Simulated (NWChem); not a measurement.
System meant: SrCl, doublet; SMILES [Cl][Sr]

The following NWChem deck was run.

```
start job
memory heap 200 mb stack 900 mb global 1100 mb
geometry units angstroms noautoz
  Sr     0.000000     0.000000    -0.824795
  Cl     0.000000     0.000000     1.766337
end
basis spherical
  Sr library def2-svp
  Cl library def2-svp
end
ecp
  Sr library def2-ecp
end
dft
  odft
  mult 2
  xc b3lyp
  iterations 4
  mulliken
end
task dft energy
```

End of the output:

```
     --------------------------
     Expectation value of S2:
     --------------------------
      <S2> =      0.7501 (Exact =     0.7500)

 center of mass
 --------------
 x =   0.00000000 y =   0.00000000 z =  -0.11996901

 moments of inertia (a.u.)
 ------------------
         599.809103606214           0.000000000000           0.000000000000
           0.000000000000         599.809103606214           0.000000000000
           0.000000000000           0.000000000000           0.000000000000

     Multipole analysis of the density
     ---------------------------------

     L   x y z        total         alpha         beta         nuclear
     -   - - -        -----         -----         ----         -------
     0   0 0 0      0.000000    -14.000000    -13.000000     27.000000

     1   1 0 0     -0.000000     -0.000000     -0.000000      0.000000
     1   0 1 0     -0.000000     -0.000000     -0.000000      0.000000
     1   0 0 1     -1.845395    -20.727210    -23.495422     42.377237

     2   2 0 0    -26.740386    -17.188048     -9.552338      0.000000
     2   1 1 0      0.000000      0.000000      0.000000      0.000000
     2   1 0 1      0.000000      0.000000      0.000000      0.000000
     2   0 2 0    -26.740386    -17.188048     -9.552338      0.000000
     2   0 1 1      0.000000      0.000000      0.000000      0.000000
     2   0 0 2    -32.982325   -131.744179   -118.710382    217.472236

 ------------------------------------------------------------------------
 dft energy failed                                                                                  0
 ------------------------------------------------------------------------
 ------------------------------------------------------------------------
  current input line :
    21: task dft energy
 ------------------------------------------------------------------------
 ------------------------------------------------------------------------
 This type of error is most commonly associated with calculations not reaching convergence criteria
 ------------------------------------------------------------------------
 For more information see the NWChem manual at https://nwchemgit.github.io

0:dft energy failed:Received an Error in Communication
```

Problem. Find the fault in this run and fix the input.

Solution. Convergence was not reached. Cause: the SCF was allowed too few iterations. This input runs:
```
start job
memory heap 200 mb stack 900 mb global 1100 mb
geometry units angstroms noautoz
  Sr     0.000000     0.000000    -0.824795
  Cl     0.000000     0.000000     1.766337
end
basis spherical
  * library def2-svp
end
ecp
  Sr library def2-ecp
end
dft
  odft
  mult 2
  xc b3lyp
  iterations 150
  mulliken
end
task dft energy
```
It converges to -490.85435 Ha (B3LYP/def2-SVP with def2 effective core potentials on Sr, spin-unrestricted).
